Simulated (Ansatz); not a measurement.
Cartesian coordinates (Å):
```xyz
5

Cl    -1.2940    -1.2254    -1.4681
Sn     0.0000     0.0000     0.0000
Cl     0.8654     1.8424    -1.0901
Cl     1.7299    -1.3140     0.7826
Cl    -1.3012     0.6971     1.7756
```
Charge 0, multiplicity 1.

All values below come from Ansatz (a first-principles code) with frozen-core CCSD(T)/def2-TZVPP // B3LYP-D3(BJ)/def2-TZVP.

```json
{
  "HF energy": "-2051.59532 Ha",
  "MP2 correlation energy": "-1.05509 Ha"
}
```

### Question
Estimate the CCSD correlation energy, the (T) correction, the total energy and the T1 diagnostic.

### Answer

| Quantity | Result |
|---|---|
| CCSD correlation energy | -1.10452 Ha |
| (T) correction | -0.04598 Ha |
| CCSD(T) total energy | -2052.74583 Ha |
| T1 diagnostic | 0.011 |
